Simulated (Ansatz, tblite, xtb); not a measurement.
## C2H2N2Sn (SMILES N#[C][SnH2][C]#N): the dipole moment, rung by rung

C2H2N2Sn has 7 atoms, charge 0, and is taken as a singlet. SMILES: `N#[C][SnH2][C]#N`. The coordinates come from a PBE0-D4/def2-TZVP relaxation.

Quantity: the dipole moment, in D. The values are calculated.

| level | kind | program | value (D) | CPU time |
| --- | --- | --- | --- | --- |
| GFN2-xTB | semi-empirical | tblite | 4.01 | under 2 s |
| GFN1-xTB | semi-empirical | tblite | 4.59 | under 2 s |
| GFN0-xTB | semi-empirical | xtb | 5.63 | under 2 s |
| IPEA1-xTB | semi-empirical | tblite | 5.31 | under 2 s |
| HF/STO-3G | Hartree–Fock | Ansatz | 4.55 | 2.4 s |
| HF/3-21G | Hartree–Fock | Ansatz | 4.56 | 3.7 s |
| HF/def2-SVP (core potential) | Hartree–Fock | Ansatz | 4.88 | 7.4 s |
| RPBE-D4/def2-SVPD (core potential) | GGA | Ansatz | 4.50 | 4.3 s |
| r2SCAN/def2-TZVP (core potential) | meta-GGA | Ansatz | 4.66 | 46 s |
| PBE0/def2-SVP (core potential) | global hybrid | Ansatz | 4.55 | 12 s |

All-electron rows without a relativistic Hamiltonian named are non-relativistic, while core potentials hold scalar relativity, so basis and relativity change together. The values span 4.01 to 5.63 D. Sets without polarisation functions give poor dipoles. CPU times are rough (shared hosts, several kinds of processor): they show what a rung costs within a factor of a few.
